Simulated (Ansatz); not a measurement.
Start from `C=[C]1[S][Al]1[CH3]` and change one element to get `C=[C]1[O][Al]1[CH3]`.

Ansatz, PBE0-D4/def2-TZVP geometries, multiplicity 1. 

| property | `C=[C]1[S][Al]1[CH3]` |
| --- | --- |
| HOMO energy (PBE/def2-TZVPP) / eV | -5.20 |
| HOMO–LUMO gap (PBE/def2-TZVPP) / eV | 3.30 |
| size of the dipole moment (PBE/def2-TZVPP) / D | 3.30 |
| HOMO–LUMO gap (B3LYP/def2-TZVPP) / eV | 4.66 |
| LUMO energy (ωB97M-V/def2-TZVPP) / eV | 0.59 |
| size of the dipole moment (ωB97M-V/def2-TZVPP) / D | 3.51 |

Problem. What does the change do to each property? (An estimate is asked.)

Solution. Computed: 
| property | `C=[C]1[O][Al]1[CH3]` | shift |
| --- | --- | --- |
| HOMO energy (PBE/def2-TZVPP) / eV | -5.06 | 0.14 |
| HOMO–LUMO gap (PBE/def2-TZVPP) / eV | 3.42 | 0.12 |
| size of the dipole moment (PBE/def2-TZVPP) / D | 4.00 | 0.70 |
| HOMO–LUMO gap (B3LYP/def2-TZVPP) / eV | 4.84 | 0.18 |
| LUMO energy (ωB97M-V/def2-TZVPP) / eV | 0.65 | 0.06 |
| size of the dipole moment (ωB97M-V/def2-TZVPP) / D | 4.30 | 0.79 |

Dipoles are sizes alone; their direction can turn.

Positive LUMOs are unbound, so they and the gaps depend on the basis.

B3LYP here is the variant with VWN-RPA as its local correlation; programs differ in this.
